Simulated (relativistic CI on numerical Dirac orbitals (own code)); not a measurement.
Hyperfine structure of Ru, mass number 101

Computed by Dirac-Coulomb-Breit CI, separate exchange-only KLI orbitals for each configuration, a model potential for QED, valence Slater integrals scaled by 0.85, P86 correlation energy added to each configuration (own radial code, finite nucleus).

Configuration list (outside the closed core [Kr]): 4d7.5s, 4d6.5s2, 4d7.5p, 4d8, 4d7.5d, 4d7.6s, 4d6.5s.5p, 4d7.6p, 4d7.7s, 4d7.4f, 4d7.7p, 4d7.6d, 4d7.5g, 4d7.5f, 4d7.7d, 4d7.6g. Levels of other configurations are missing.

Nuclear spin I = 5/2, μ = -0.718 μN, Q = 0.46 b (tables of Stone and Pyykkö). The electronic factors are computed for point nuclear moments, without core polarisation; leaving it out makes A of s and p electrons in near-neutral atoms 20 to 40 % too small, and it can dominate for d and f shells.

| Level | E (cm⁻¹) | A (MHz) | B (MHz) |
| --- | --- | --- | --- |
| 4d7.5s 5F_5 | 0.0 | -267.8 | 159 |
| 4d7.5s 5F_4 | 1129.9 | -228.1 | 102 |
| 4d7.5s 5F_3 | 1982.9 | -186.4 | 59 |
| 4d7.5s 5F_2 | 2580.8 | -103.3 | 32.2 |
| 4d7.5s 5F_1 | 2961.0 | 205.7 | 39 |
| 4d7.5s 3F_4 | 8456.3 | -28.04 | 148 |
| 4d7.5s 3F_3 | 9939.9 | -115.6 | 105 |
| 4d6.5s2 5D_4 | 10538.5 | -84.2 | 269 |

Levels with J = 0, under 50 % of one LS term, or S terms without an open s electron are left out. Small factors come from cancelling terms and can be off by tens of per cent or more.

Correlation outside the listed configurations is missing or only estimated: errors of thousands of cm⁻¹ between configurations and terms are usual at this charge. Rates and lifetimes follow the computed energies and can be off by large factors. The fine structure of a lone outer electron comes out too small, for d and f at times inverted, and misplaced configurations move strength between like terms. 26 of the 36 excited levels that our extract of the measured tables holds in this range could be paired (the sources list more); they are missed by 2712 cm⁻¹ on average and 4856 at most, and levels without a partner can miss by more. Some levels of the ground configuration have no partner and can miss by 10 % or more.

**Question.** Give the hyperfine levels of 4d7.5s 5F_5 relative to its centre of gravity.

**Answer.** With K = F(F + 1) − I(I + 1) − J(J + 1), E = AK/2 + B[¾K(K + 1) − I(I + 1)J(J + 1)]/[2I(2I − 1)J(2J − 1)]: F = 5/2: 4085, F = 7/2: 3100, F = 9/2: 1852, F = 11/2: 356.1, F = 13/2: -1371, F = 15/2: -3307 MHz.

LS names give the leading component of a level, which can be under half, so a name can repeat, a term be missing and a line seem to break the LS rules.
